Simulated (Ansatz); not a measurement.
NbS₂⁻, relaxed as a triplet with UKS B3LYP-D4/def2-TZVPD in Ansatz, starting from the B3LYP-D4/def2-TZVPD geometry of the charge -1 singlet. Force threshold 0.02 eV/Å.

In the def2 sets Nb takes a core potential; there is no spin–orbit coupling. The structure comes from a short search, and lower isomers may exist.

Start:

| atom | x (Å) | y (Å) | z (Å) |
| --- | --- | --- | --- |
| Nb1 | -0.240 | 0.684 | 0.354 |
| S2 | -1.337 | -0.295 | -1.254 |
| S3 | 1.576 | -0.389 | 0.900 |

(1) Estimate the energy that the relaxation releases and the steps that it takes.

(2) Does the start keep its bonding and symmetry?

(3) Predict the relaxed structure.

## Answers

(1) 6.3 kJ/mol, in 4 steps; 12 s on 4 threads of Arm Neoverse N1 on a shared host. No frequencies were taken in this run, so the end may be a saddle point.

(2) By distances, no bond broke or formed. The bond that changes most is Nb1–S2, from 2.18 to 2.22 Å (atoms count from 1). Point group C2v at the start, C2v at the end, both within 0.05 Å.

(3) 
```
atom   x (Å)   y (Å)   z (Å)
 Nb1  -0.215   0.614   0.318
  S2  -1.446  -0.257  -1.308
  S3   1.661  -0.358   0.990
```
Bond lengths: 2 × Nb–S 2.22 Å.
